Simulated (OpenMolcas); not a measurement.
Dy2+: moving or changing the point charges

Dy2+ among 2 point charges of -0.5 e arranged as a linear pair (D∞h), 2.56 Å from the ion.

- Program: OpenMolcas
- Method: CASSCF
- Basis: ANO-RCC-VDZP [7s6p4d2f1g]
- Scalar Hamiltonian: DKH2, point nucleus
- Active space: 10 electrons in 7 orbitals (4f)
- State averaging: 2S+1 = 5 even, 35 roots (32 in the spin-orbit step); 2S+1 = 3 even, 106 roots kept (CI in the orbitals of an earlier block); 2S+1 = 1 even, 35 roots kept (CI in the orbitals of an earlier block, 31 in the spin-orbit step)
- Spin-orbit coupling: RASSI with atomic mean-field integrals over the reference wave functions

Runs around this geometry, states (labels by Λ). Energies in cm-1 above the lowest state or level, χT in cm3 K/mol.

| R (Å) | Ground state | First state of that spin | First gap with spin-orbit (degeneracies) | Width of lowest J | χT at 300 K |
| --- | --- | --- | --- | --- | --- |
| 2.56 | 5I | 5H 141.3 | 97.6 (2, 2) | 295 | 13.938 |
| 2.8 | 5I | 5H 101.2 | 70.0 (2, 2) | 224 | 13.949 |
| 3 | 5I | 5H 78.8 | 54.6 (2, 2) | 182 | 13.953 |

Taking the width of the lowest J multiplet as R^-n, n = -ln(182 / 295) / ln(3 / 2.56) = 3.0 between the shortest and longest distance.

High states are left out of the spin-orbit mixing, which shifts the levels that they would mix with. Point charges carry no covalency, so the field is a model and not that of real ligands. No measured value stands beside these numbers.
